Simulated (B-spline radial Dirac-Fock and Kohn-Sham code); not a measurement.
# Two-hole binding energies of Mo⁺

System: Mo⁺, configuration [Kr] 4d5, inside a Watson sphere of charge -1 and radius 2.4 Å (a model of the Madelung potential; inside it an electron's potential energy is raised by 6.0 eV).

Input of the calculation (task.json; shells as n, l, electrons):

```json
{"items": [{
  "Z": 42,
  "q": 1,
  "cfg": [[1, 0, 2], [2, 0, 2], [2, 1, 6], [3, 0, 2], [3, 1, 6], [3, 2, 10], [4, 0, 2], [4, 1, 6], [4, 2, 5]],
  "A": 98,
  "rrms": 4.4091,
  "watson": [-1, 2.4],
  "do": ["binding", "quiet", "double"]
}]}
```

Run with: `python xray_run.py task.json out`

Level of theory: Dirac-Fock (average of configuration) total-energy differences with a finite nucleus, the Breit interaction including its frequency dependence, and self-energy and vacuum-polarisation corrections; an atomic code on a B-spline grid. U is the two-hole binding energy less the two single-hole energies, the effective repulsion of the holes after relaxation. Each two-hole energy is an average over J within one jj subconfiguration.

```csv
holes,E(a) (eV),E(b) (eV),E(ab) (eV),U (eV)
1s⁻¹ 3p3/2⁻¹,20008.8,405.4,20461.2,47.1
1s⁻¹ 3d5/2⁻¹,20008.8,236.4,20286.7,41.6
2s⁻²,2881.6,2881.6,5864.3,101.1
2s⁻¹ 2p1/2⁻¹,2881.6,2635.8,5610.8,93.4
2s⁻¹ 2p3/2⁻¹,2881.6,2530.9,5504.1,91.6
2p3/2⁻²,2530.9,2530.9,5175.7,113.9
2s⁻¹ 3p1/2⁻¹,2881.6,423.1,3346.5,41.8
2p1/2⁻¹ 3s⁻¹,2635.8,517.2,?,?
2p3/2⁻¹ 3d5/2⁻¹,2530.9,236.4,2809.4,42.1
3p1/2⁻²,423.1,423.1,881.4,35.2
3p1/2⁻¹ 3p3/2⁻¹,423.1,405.4,860.4,31.9
3p3/2⁻²,405.4,405.4,843.2,32.5
3d3/2⁻¹ 3d5/2⁻¹,239.6,236.4,510.9,34.9
3d5/2⁻²,236.4,236.4,507.1,34.3
```

Q: Give the missing two-hole energy and U.

A: E(ab) = 3194.2 eV and U = 41.2 eV.
